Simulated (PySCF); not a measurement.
# Electronic structure of Ta⁺ (tantalum, charge +1) at the UHF level

Configuration: [Xe] 4f14 5d3 6s1, high-spin 5F determinant. All numbers are calculated (PySCF 2.14, scalar relativity through the core potential, in def2-SVP with the def2 core potential (60 electrons) (6s3p2d1f, 32 functions)).

```json
{
 "Total energy": "-56.075224 hartree",
 "One-electron energy": "-91.2602 hartree",
 "Hartree (Coulomb) energy": "41.1811 hartree",
 "Exchange energy": "-5.9961 hartree",
 "⟨S²⟩": "6.0046",
 "⟨L²⟩": "12.031",
 "Sum of ⟨r⟩": "19.71 bohr",
 "Sum of ⟨r²⟩": "41.30 bohr²",
 "Time after the integrals": "0.06 s of wall time on 1 thread of Intel(R) Xeon(R) 6975P-C (shared host)"
}
```

| shell | electrons | mean orbital energy (hartree) | rms radius, mean of both spins (bohr) |
| --- | --- | --- | --- |
| 5s α | 1 | -3.44769 | 1.20 |
| 5s β | 1 | -3.33040 | 1.20 |
| 5p α | 3 | -2.05443 | 1.41 |
| 5p β | 3 | -1.88413 | 1.41 |
| 5d α | 3 | -0.58938 | 2.25 |
| 6s α | 1 | -0.52826 | 3.36 |

Energies and moments cover only the electrons outside the core potential. Spin-orbit coupling, absent here, splits the open shell strongly.
